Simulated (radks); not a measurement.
Q: All-electron atom: Cl2+ in [He] 2s2 2p5.75 3s2 3p3 3d0.25 (fractional occupations, a model configuration). Method: scalar-relativistic Kohn-Sham, BLYP, spin-polarised, spherical densities, finite nucleus; open shells are filled with parallel spins first; Fermi nuclear charge, rms radius 3.3654 fm; computed with a radial shooting solver on a logarithmic mesh with Libxc functionals. Some entries of the table are withheld. Estimate them.

orbital,occ.,eigenvalue (hartree),<r> (bohr),<1/r> (bohr^-1)
1s up,1,-102.6186,0.09097,16.68
1s down,1,-102.5757,0.09094,16.68
2s up,1,-10.56140,0.4416,3.331
2s down,1,-10.50471,0.4418,3.326
2p up,3,-8.35470,0.4027,3.234
2p down,2.75,-8.28471,0.4032,3.229
3s up,1,-1.74618,1.412,(1)
3s down,1,-1.60311,1.431,(2)
3p up,3,-1.25051,1.553,(3)
3p down,0,-1.11703,1.600,(4)
3d up,0.25,(5),2.030,0.6215
4s up,0,-0.48113,3.645,0.3681
3d down,0,(6),2.287,0.5643
4p up,0,-0.36678,4.238,0.3166

A: 
(1) 3s up <1/r> (bohr^-1): 0.9815
(2) 3s down <1/r> (bohr^-1): 0.9735
(3) 3p up <1/r> (bohr^-1): 0.8732
(4) 3p down <1/r> (bohr^-1): 0.8534
(5) 3d up eigenvalue (hartree): -0.56926
(6) 3d down eigenvalue (hartree): -0.47633
